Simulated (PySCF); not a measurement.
C4H5B.
SMILES: `C(=C)(C#C)B`

Computed, not measured: PySCF, PBE0-D3(BJ)/def2-SVP geometry optimisation, gas phase.

Take the most abundant isotopes and a rigid rotor. 

Task: What are A, B and C (GHz)?

Result: Ia = 49.39, Ib = 127.10, Ic = 176.49 u·Å²; 505379 MHz·u·Å²/I gives 10233, 3976 and 2864 MHz, that is A = 10.233, B = 3.9762, C = 2.8635 GHz.

Task: What kind of rotor is it?

Result: An asymmetric top; Ray's κ = -0.698.

Task: What does the inertial defect say?

Result: Planar: Δ = Ic − Ia − Ib = 0.00 u·Å². For a rigid frame Δ = −2 Σ m c², so it vanishes when all atoms lie in the ab plane; here none is more than 0.01 Å from it.

Task: Give the coordinates in the principal-axis frame, origin at the centre of mass.

Result: The sense of each axis is arbitrary; atoms in the order of the calculation.
```csv
atom,mass (u),a (Å),b (Å),c (Å)
B1,11.009,-1.314,-1.279,0.000
C2,12.000,-0.489,0.038,0.000
C3,12.000,-1.153,1.221,0.000
C4,12.000,0.941,0.001,0.000
C5,12.000,2.154,-0.065,0.000
H6,1.008,-2.520,-1.201,0.003
H7,1.008,-0.774,-2.358,-0.002
H8,1.008,-2.246,1.234,0.001
H9,1.008,-0.634,2.186,0.000
H10,1.008,3.226,-0.123,0.001
```

Task: Predict some low-J microwave lines.

Result: The dipole components are |μa| = 0.18 D, |μb| = 1.16 D, |μc| = 0.00 D; the mirror of this Cs structure is the ab plane, so μc vanishes by symmetry and there are no c-type lines. Intensities carry the squares of the components, which stand as 0.02 : 1.00 (a : b). Some lines, for components of 0.1 D or more:

| type | branch | J(Ka,Kc) | MHz | lower level (cm⁻¹) |
| --- | --- | --- | --- | --- |
| a | Q | 4(2,2) ← 4(2,3) | 1915 | 3.187 |
| a | Q | 3(1,2) ← 3(1,3) | 6666 | 1.482 |
| b | R | 2(0,2) ← 1(1,1) | 7287 | 0.437 |
| b | Q | 1(1,0) ← 1(0,1) | 7369 | 0.228 |
| b | Q | 2(1,1) ← 2(0,2) | 8618 | 0.680 |
| b | R | 4(1,3) ← 3(2,2) | 12088 | 2.278 |
| b | Q | 4(1,3) ← 4(0,4) | 13896 | 2.218 |
| b | Q | 4(2,2) ← 4(1,3) | 17080 | 2.681 |
| b | Q | 3(2,1) ← 3(1,2) | 17857 | 1.704 |
| a | R | 3(1,3) ← 2(1,2) | 18770 | 0.856 |
| a | R | 3(1,2) ← 2(1,1) | 22098 | 0.967 |
| b | R | 3(1,3) ← 2(0,2) | 24050 | 0.680 |
| a | R | 4(0,4) ← 3(0,3) | 26109 | 1.347 |
| b | Q | 4(2,3) ← 4(1,4) | 26220 | 2.312 |
| a | R | 4(3,1) ← 3(3,0) | 27664 | 3.417 |
| b | R | 4(1,4) ← 3(0,3) | 28951 | 1.347 |
| b | Q | 4(3,1) ← 4(2,2) | 32652 | 3.251 |
| b | Q | 3(3,1) ← 3(2,2) | 34145 | 2.278 |
| b | R | 3(2,2) ← 2(1,1) | 39289 | 0.967 |
| b | R | 3(2,1) ← 2(1,2) | 43293 | 0.856 |
| b | Q | 4(4,0) ← 4(3,1) | 47403 | 4.340 |
| b | R | 4(2,2) ← 3(1,3) | 53025 | 1.482 |
| b | R | 4(4,1) ← 3(3,0) | 75066 | 3.417 |

PBE0-D3(BJ)/def2-SVP frequencies: not computed here. No vibrational averaging or centrifugal distortion is included, and the geometry carries the error of its method. Quadrupole hyperfine structure (11B) is left out.
